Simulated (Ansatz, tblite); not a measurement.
Cost and result up the ladder for Rb3H2⁺ (the lowest singlet isomer of a short search) (5 atoms). Charge 1, multiplicity 1. Geometry: r2SCAN-D4/def2-TZVP.

| atom | x (Å) | y (Å) | z (Å) |
| --- | --- | --- | --- |
| Rb1 | 1.2383 | 1.8806 | -4.5975 |
| Rb2 | -0.5311 | 0.1135 | -0.0546 |
| Rb3 | -0.5542 | -2.0398 | 4.6630 |
| H4 | -0.5375 | -0.9961 | 2.3761 |
| H5 | 0.3845 | 1.0419 | -2.3870 |

Ansatz on 4 threads of Arm Neoverse V2 on a shared host; xTB runs through tblite on one thread. Times are rough, summed over both states, and most runs start from the orbitals of an earlier one. CCSD(T)/def2-TZVPP serves as the yardstick here, not as an exact answer. Differences are given only for rows in sets of like size (and for xTB, whose basis is part of the method), since another set adds its own error. The other state is a triplet at its own geometry, which has other bonds, so the gap mixes isomer and spin.

In the def2 sets Rb takes a core potential, while STO-3G treats all electrons; there is no spin–orbit coupling. The xTB rows come from tblite. LC-ωPBE has ω = 0.4 bohr⁻¹. HSE06 is defined as in plane-wave codes, on full-range PBE exchange. Correlated methods freeze no core orbitals; core or outer-core shells of Rb are correlated, in sets that lack core-valence functions. HOMO above LUMO, or a gap near zero within one spin, warns that the state may not be the lowest or that an electron is smeared out. The structure comes from a short search, and lower isomers may exist.

Correlated methods converge slowly with the basis.

xTB has no spin-polarisation term.

| level | functions | wall time | triplet − singlet (eV) | difference from CCSD(T)/def2-TZVPP (eV) | remarks |
| --- | --- | --- | --- | --- | --- |
| GFN1-xTB | 16 | 0.003 s | 4.17 | 0.69 | – |
| GFN2-xTB | 14 | 0.003 s | 3.75 | 0.27 | – |
| HF/def2-TZVP | 111 | 0.95 s | 2.66 | -0.82 | – |
| HF/STO-3G | 68 | 1 s | 4.17 | – | – |
| MP2/def2-TZVP | 111 | 1.1 s | 3.11 | -0.37 | – |
| PBE-D4/def2-TZVP (with forces) | 111 | 3.6 s | 2.77 | -0.71 | gap within one spin near zero (triplet) |
| BLYP-D4/def2-TZVP | 111 | 4 s | 2.55 | -0.93 | gap within one spin near zero (triplet) |
| HSE06-D4/def2-TZVP | 111 | 4.1 s | 3.12 | -0.36 | gap within one spin near zero (triplet) |
| LC-ωPBE/def2-TZVP | 111 | 4.7 s | 3.64 | 0.16 | – |
| RPA@PBE/def2-TZVP | 111 | 5.3 s | 2.39 | -1.09 | – |
| r2SCAN-D4/def2-TZVP | 111 | 7.5 s | 3.12 | -0.36 | gap within one spin near zero (triplet) |
| r2SCAN0-D4/def2-TZVP | 111 | 10 s | 3.35 | -0.13 | – |
| CCSD(T)/def2-TZVPP | 148 | 1.7 min | 3.48 | 0.00 | – |
